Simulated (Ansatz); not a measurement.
```yaml
crystal:
  periodic: [false, false, false]
  atoms:
    - {symbol: F, position_ang: [-0.573951, 1.219263, -0.047315]}
    - {symbol: C, position_ang: [-0.011311, 0.558742, 0.387669]}
    - {symbol: Si, position_ang: [0.016024, -0.536724, -0.333551]}
    - {symbol: F, position_ang: [0.584057, -1.112869, 0.246284]}
    - {symbol: F, position_ang: [0.574490, -0.348489, -1.092860]}
    - {symbol: H, position_ang: [-0.301789, 0.361930, 1.084990]}
    - {symbol: H, position_ang: [0.590047, 0.732294, 0.410420]}
    - {symbol: H, position_ang: [-0.781846, -0.911081, -0.573071]}
basis:
  gaussian: {orbitals: cc-pVTZ}
hamiltonian: {xc: {name: PBEsol}, dispersion: d4}
output: {forces: true}
```

```sh
$ ansatz run in.yaml --threads 2 --pin off --events-out ev --progress --plain --max-ram 4352MiB
```

Output, abridged:

```
Functional definition: PBEsol
1057 factors; their error is unknown
mean field evaluation 1: about -16936.2870 eV, gradient 1.5e2 eV
mean field evaluation 2: about -16860.0580 eV, gradient 2.4e2 eV
mean field evaluation 4: about -16964.0466 eV, gradient 1.5e1 eV
mean field evaluation 8: about -16964.3238 eV, gradient 3.0e-1 eV
mean field evaluation 16: about -16964.2635 eV, gradient 3.0e-4 eV
mean field -16964.26351784 eV, -623.4251854897 hartree, gradient 3.3e-5 eV, S^2 0.000000; 0 other end points of the search recorded, 0 dependent functions left out
reference -16964.26354961 eV, -623.4251866573 hartree; 25, 25 occupied and 171, 171 virtual orbitals, 1057 factors
Total energy: -16964.30580559 eV, -623.4267395360 hartree
Atom 0 at    -0.573951     1.219263    -0.047315 Å, force   -40.220704    49.399026   -31.132707 eV/Å
Atom 1 at    -0.011311     0.558742     0.387669 Å, force   -28.669297   -19.079825    24.777886 eV/Å
Atom 2 at     0.016024    -0.536724    -0.333551 Å, force  -150.103698    33.959107    48.795270 eV/Å
Atom 3 at     0.584057    -1.112869     0.246284 Å, force    87.762194   -98.718807    96.607116 eV/Å
Atom 4 at     0.574490    -0.348489    -1.092860 Å, force   107.228852    40.050366  -158.838938 eV/Å
Atom 5 at    -0.301789     0.361930     1.084990 Å, force    -8.573309    -7.238656    25.986932 eV/Å
Atom 6 at     0.590047     0.732294     0.410420 Å, force    70.770095    18.456224     4.644295 eV/Å
Atom 7 at    -0.781846    -0.911081    -0.573071 Å, force   -38.194133   -16.827436   -10.839855 eV/Å
Dipole moment:     0.140585    -0.049520    -0.023818 e Å
```

In this input the geometry is squeezed to about two thirds of its size. The run converged. The result belongs to that input, not to the molecule as meant.
